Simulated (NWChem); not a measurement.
System: Si₂H₄OCl₂; SMILES Cl[SiH2]O[SiH2]Cl

The following NWChem deck was run.

```
start job
memory heap 200 mb stack 900 mb global 1100 mb
geometry units angstroms noautoz
  Si    -0.883652    -1.286532    -0.425735
  Cl     0.147286    -2.182904     1.140984
  O      0.004010    -0.001587    -1.017550
  Si     0.885190     1.286567    -0.423097
  Cl    -0.153588     2.178845     1.140843
  H     -2.203413    -0.814052     0.096306
  H     -1.026839    -2.275083    -1.536342
  H      1.028171     2.275989    -1.532979
  H      2.205146     0.818744     0.102622
end
basis spherical
  * library 6-31g*
end
dft
  xc r2scan0
  iterations 150
  mulliken
end
task dft energy
```

Parts of the log:

```
             Northwest Computational Chemistry Package (NWChem) 7.3.0
             --------------------------------------------------------

 C1  symmetry detected

                             Geometry "geometry" -> ""
                             -------------------------

 Output coordinates in angstroms (scale by  1.889725989 to convert to a.u.)

  No.       Tag          Charge          X              Y              Z
 ---- ---------------- ---------- -------------- -------------- --------------
    1 Si                  14.0000    -0.63809626     1.38652942    -0.71613671
    2 Cl                  17.0000     0.92445556     2.14588992     0.42523430
    3 O                    8.0000    -1.23237818    -0.00013603     0.00028523
    4 Si                  14.0000    -0.64037498    -1.38906634     0.71414663
    5 Cl                  17.0000     0.92773760    -2.14310984    -0.42320531
    6 H                    1.0000    -0.11110085     1.08427369    -2.08304949
    7 H                    1.0000    -1.74871858     2.38515029    -0.73753632
    8 H                    1.0000    -1.75022604    -2.38871474     0.72723129
    9 H                    1.0000    -0.11961538    -1.09136562     2.08444090

 Effective nuclear repulsion energy (a.u.)     427.4360412974

                                 NWChem DFT Module
                                 -----------------

 Summary of "ao basis" -> "ao basis" (spherical)
 ------------------------------------------------------------------------------
       Tag                 Description            Shells   Functions and Types
 ---------------- ------------------------------  ------  ---------------------
 Si                          6-31g*                  8       18   4s3p1d
 Cl                          6-31g*                  8       18   4s3p1d
 O                           6-31g*                  6       14   3s2p1d
 H                           6-31g*                  2        2   2s

            General Information
            -------------------
          SCF calculation type: DFT
          Wavefunction type:  closed shell.
          No. of atoms     :     9
          No. of electrons :    74
           Alpha electrons :    37
            Beta electrons :    37
          Charge           :     0
          Spin multiplicity:     1
          Use of symmetry is: off; symmetry adaption is: off
          Maximum number of iterations: 150
          AO basis - number of functions:    94
                     number of shells:    46
          Convergence on energy requested:  1.00D-06
          Convergence on density requested:  1.00D-05
          Convergence on gradient requested:  5.00D-04

              XC Information
              --------------
                     r^2SCAN0 Method XC Functional
                     Hartree-Fock (Exact) Exchange  0.250
               r^2SCAN metaGGA Exchange Functional  0.750
                     r^2SCAN Correlation Potential  1.000

             Grid Information
             ----------------
          Grid used for XC integration:  medium
          Radial quadrature: Mura-Knowles
          Angular quadrature: Lebedev.
          Tag              B.-S. Rad. Rad. Pts. Rad. Cut. Ang. Pts.
          ---              ---------- --------- --------- ---------
          Si                  1.10       88          11.0       590
          Cl                  1.00       88          12.0       590
          O                   0.60       49           9.0       434
          H                   0.35       45          12.0       434
          Grid pruning is: on
          Number of quadrature shells:   581
          Spatial weights used:  Erf1

      Superposition of Atomic Density Guess
      -------------------------------------

 Sum of atomic energies:       -1573.28306287

      Non-variational initial energy
      ------------------------------

 Total energy =   -1574.576292
 1-e energy   =   -3028.810092
 2-e energy   =    1026.797759
 HOMO         =      -0.375176
 LUMO         =       0.041056

     ---------------------------------------------
      Total Density - Mulliken Population Analysis
     ---------------------------------------------

    Atom       Charge   Shell Charges
 -----------   ------   -------------------------------------------------------
    1 Si  14    12.94   2.00  2.00  5.97  0.89  1.32  0.25  0.31  0.19
    2 Cl  17    17.43   2.00  2.00  5.98  1.38  3.71  0.57  1.79  0.01
    3 O    8     9.01   2.00  0.93  3.16  0.89  2.02  0.01
    4 Si  14    12.94   2.00  2.00  5.97  0.89  1.32  0.25  0.31  0.19
    5 Cl  17    17.43   2.00  2.00  5.98  1.38  3.71  0.57  1.79  0.01
    6 H    1     1.06   0.47  0.59
    7 H    1     1.06   0.47  0.59
    8 H    1     1.06   0.47  0.59
    9 H    1     1.06   0.47  0.59

   convergence    iter        energy       DeltaE   RMS-Dens  Diis-err
 ---------------- ----- ----------------- --------- --------- ---------
 d= 0,ls=0.0,diis     1  -1576.8563398788 -2.00D+03  1.27D-02  6.77D-01
 d= 0,ls=0.0,diis     2  -1576.8422909021  1.40D-02  6.30D-03  9.55D-01
 d= 0,ls=0.0,diis     3  -1576.9401716634 -9.79D-02  1.67D-03  3.12D-02
 d= 0,ls=0.0,diis     4  -1576.9428252293 -2.65D-03  6.48D-04  4.46D-03
 d= 0,ls=0.0,diis     5  -1576.9434816744 -6.56D-04  7.51D-05  3.42D-05
  Resetting Diis
 d= 0,ls=0.0,diis     6  -1576.9434862624 -4.59D-06  1.97D-05  2.45D-06
 d= 0,ls=0.0,diis     7  -1576.9434866426 -3.80D-07  3.63D-06  5.52D-08

         Total DFT energy =    -1576.943486642566
      One electron energy =    -3031.308573212543
           Coulomb energy =     1135.347001429549
    Exchange-Corr. energy =     -108.417956156983
 Nuclear repulsion energy =      427.436041297411

 Numeric. integr. density =       74.000003065433

                       DFT Final Molecular Orbital Analysis
                       ------------------------------------

 Vector   35  Occ=2.000000D+00  E=-3.556084D-01
              MO Center=  7.4D-01,  9.2D-03,  2.5D-03, r^2= 6.0D+00
   Bfn.  Coefficient  Atom+Function         Bfn.  Coefficient  Atom+Function
  ----- ------------  ---------------      ----- ------------  ---------------
    27      0.368888  2 Cl pz                77      0.368140  5 Cl pz
    26     -0.310041  2 Cl py                76     -0.307712  5 Cl py
    31      0.200804  2 Cl pz                81      0.200445  5 Cl pz
    30     -0.173962  2 Cl py                80     -0.172665  5 Cl py
    23     -0.143996  2 Cl pz                73     -0.143703  5 Cl pz

 Vector   36  Occ=2.000000D+00  E=-3.425083D-01
              MO Center=  1.5D-01,  1.7D-03,  1.5D-03, r^2= 6.7D+00
   Bfn.  Coefficient  Atom+Function         Bfn.  Coefficient  Atom+Function
  ----- ------------  ---------------      ----- ------------  ---------------
    25      0.299868  2 Cl px                75      0.297918  5 Cl px
    27     -0.248047  2 Cl pz                77      0.248522  5 Cl pz
    90      0.173879  7 H  s                 92      0.174263  8 H  s
    88     -0.172128  6 H  s                 94     -0.172501  9 H  s
    39      0.170410  3 O  px                29      0.166435  2 Cl px

 Vector   37  Occ=2.000000D+00  E=-3.391667D-01
              MO Center=  1.0D-01,  4.2D-03, -1.2D-04, r^2= 6.6D+00
   Bfn.  Coefficient  Atom+Function         Bfn.  Coefficient  Atom+Function
  ----- ------------  ---------------      ----- ------------  ---------------
    26      0.279715  2 Cl py                76      0.277972  5 Cl py
    25     -0.201298  2 Cl px                75      0.199767  5 Cl px
    77      0.195477  5 Cl pz                27      0.193854  2 Cl pz
    88      0.183061  6 H  s                 94     -0.182710  9 H  s
    41      0.164521  3 O  pz                90     -0.163307  7 H  s

 Vector   38  Occ=0.000000D+00  E= 1.188627D-02
              MO Center= -7.3D-01, -3.7D-03,  2.7D-04, r^2= 6.4D+00
   Bfn.  Coefficient  Atom+Function         Bfn.  Coefficient  Atom+Function
  ----- ------------  ---------------      ----- ------------  ---------------
    42      0.747806  3 O  s                 12      0.543766  1 Si py
    62     -0.545213  4 Si py                11      0.306664  1 Si px
    61      0.307422  4 Si px                 8      0.291130  1 Si py
    58     -0.291788  4 Si py                28     -0.227074  2 Cl s
    78     -0.227867  5 Cl s                 31      0.163816  2 Cl pz

 Vector   39  Occ=0.000000D+00  E= 2.509423D-02
              MO Center= -4.3D-01, -2.4D-01,  8.2D-02, r^2= 6.4D+00
   Bfn.  Coefficient  Atom+Function         Bfn.  Coefficient  Atom+Function
  ----- ------------  ---------------      ----- ------------  ---------------
    63     -0.663459  4 Si pz                13      0.609375  1 Si pz
    78     -0.563430  5 Cl s                 28     -0.461181  2 Cl s
    60      0.449025  4 Si s                 61      0.449528  4 Si px
    79      0.364403  5 Cl px                10      0.355557  1 Si s
    11      0.330039  1 Si px                29      0.307838  2 Cl px

 Vector   40  Occ=0.000000D+00  E= 2.544426D-02
              MO Center= -4.0D-01,  2.4D-01, -8.4D-02, r^2= 7.0D+00
   Bfn.  Coefficient  Atom+Function         Bfn.  Coefficient  Atom+Function
  ----- ------------  ---------------      ----- ------------  ---------------
    11      0.698223  1 Si px                61     -0.630662  4 Si px
    28     -0.627265  2 Cl s                 10      0.554729  1 Si s
    78      0.537001  5 Cl s                 60     -0.483947  4 Si s
    13      0.366644  1 Si pz                29      0.346342  2 Cl px
     7      0.305183  1 Si px                31      0.288836  2 Cl pz

     ---------------------------------------------
      Total Density - Mulliken Population Analysis
     ---------------------------------------------

    Atom       Charge   Shell Charges
 -----------   ------   -------------------------------------------------------
    1 Si  14    13.18   2.00  2.00  5.97  0.95  1.69  0.13  0.17  0.28
    2 Cl  17    17.30   2.00  2.00  5.98  1.38  3.63  0.60  1.71  0.02
    3 O    8     8.73   2.00  0.89  2.93  0.94  1.97  0.01
    4 Si  14    13.18   2.00  2.00  5.97  0.95  1.69  0.13  0.17  0.28
    5 Cl  17    17.30   2.00  2.00  5.98  1.38  3.63  0.60  1.71  0.02
    6 H    1     1.07   0.50  0.57
    7 H    1     1.08   0.50  0.58
    8 H    1     1.08   0.50  0.58
    9 H    1     1.07   0.50  0.57

     -------------------------------------------
      Total Density - Lowdin Population Analysis
     -------------------------------------------

    Atom       Charge   Shell Charges
 -----------   ------   -------------------------------------------------------
    1 Si  14    13.49   2.00  1.98  5.88  0.65  1.53  0.35  0.70  0.39
    2 Cl  17    17.18   2.00  1.99  5.91  1.16  3.38  0.66  2.06  0.02
    3 O    8     8.51   1.99  0.85  2.79  0.69  2.17  0.02
    4 Si  14    13.48   2.00  1.98  5.88  0.65  1.53  0.35  0.70  0.39
    5 Cl  17    17.18   2.00  1.99  5.91  1.16  3.38  0.66  2.06  0.02
    6 H    1     1.04   0.50  0.54
    7 H    1     1.04   0.50  0.54
    8 H    1     1.04   0.50  0.54
    9 H    1     1.04   0.50  0.54

     Multipole analysis of the density
     ---------------------------------

     L   x y z        total         alpha         beta         nuclear
     -   - - -        -----         -----         ----         -------
     0   0 0 0     -0.000000    -37.000000    -37.000000     74.000000

     1   1 0 0     -0.726963     -0.363481     -0.363481     -0.000000
     1   0 1 0     -0.002503     -0.001251     -0.001251     -0.000000
     1   0 0 1     -0.001865     -0.000933     -0.000933      0.000000

     2   2 0 0    -44.821896   -127.578473   -127.578473    210.335051
     2   1 1 0      0.008951     -0.017575     -0.017575      0.044102
     2   1 0 1     -0.000410      0.000724      0.000724     -0.001858
     2   0 2 0    -44.828203   -422.464676   -422.464676    800.101149
     2   0 1 1     -3.283170      7.085676      7.085676    -17.454522
     2   0 0 2    -42.032202    -74.931269    -74.931269    107.830335
```

Level: r2SCAN0/6-31G* (spherical d). The geometry was optimised at PBE-D3(BJ)/def2-SVP.
